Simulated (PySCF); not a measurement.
Worked example: oscillator strength and radiative lifetime

CH3ClSn, SMILES [Sn]([CH3])[Cl] (connectivity only; charge and spin as stated), neutral, multiplicity 1.

Geometry: B3LYP-D3(BJ)/def2-SVP. The def2 effective core potentials stand for the cores of Sn; spin–orbit coupling is left out.

TDA-LC-ωPBE/def2-SVPD run with PySCF puts the first singlet state with f over 0.02 at 2.93 eV (vertical), with the transition dipole (0.000, 0.000, 0.658) in atomic units.

### Question
Find the oscillator strength, the wavelength and the radiative lifetime that this transition would have in vacuum if emission retraced absorption.

### Answer

|μ|² = 0.4330 au, so |μ| = 1.67 D. ΔE = 2.93/27.211 = 0.1077 hartree. f = (2/3) ΔE |μ|² = 0.031 (the program prints 0.031).
λ = 1239.84/2.93 = 423 nm; ν = 23632 cm⁻¹.
Einstein's coefficient A = 0.6670 ν² f s⁻¹ (ν in cm⁻¹) = 1.2e7 s⁻¹, so τ = 1/A = 86 ns. This state is S1. The figure is the radiative limit of this one transition; relaxation, internal conversion, crossing to triplets and a medium change what is measured.
